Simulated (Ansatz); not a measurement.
Gas-phase electronic energies from Ansatz, PBE0-D4/def2-TZVP geometries. CCSD(T)/CBS is the MP2 limit (def2-TZVPP, def2-QZVPP) plus CCSD(T) − MP2 in def2-TZVPP, frozen cores. This one scheme is used for every species. Functionals use def2-TZVPP. For Ga outer-core shells are correlated without core-valence functions, which leaves a few kJ/mol of doubt a bond. Scalar relativity is left out up to krypton. Each species was taken in one conformer, which may not be the lowest.

Consider the hydrogenolysis of a Ga–N bond: `[CH3][GaH][NH2]` + H₂ → `[CH3][GaH2]` + NH₃.

CCSD(T)/CBS gives +9.9 kcal/mol.

Problem. Another level gave +6.7 kcal/mol. Which?
A. B97M-V/def2-TZVPP
B. revPBE/def2-TZVPP
C. CAM-B3LYP-D4/def2-TZVPP
D. SCS-MP2/def2-TZVPP

Solution. B. revPBE 6.7, CAM-B3LYP-D4 8.1, SCS-MP2/def2-TZVPP 9.5, B97M-V 5.3 kcal/mol.

Largest T1 diagnostic among the species: 0.013.

Leaving LDA and LC-ωPBE aside and taking each functional with its dispersion term where it has one, the values, not all of them listed here, spread over 4.1 kcal/mol, from B97M-V to BLYP-D4. LDA lies +1.8 kcal/mol from PBE without D4. In def2-TZVPP, CCSD(T) changes the Hartree–Fock value by +5.3 kcal/mol (the triples alone add +1.1 kcal/mol) and MP2 by +7.0 kcal/mol.
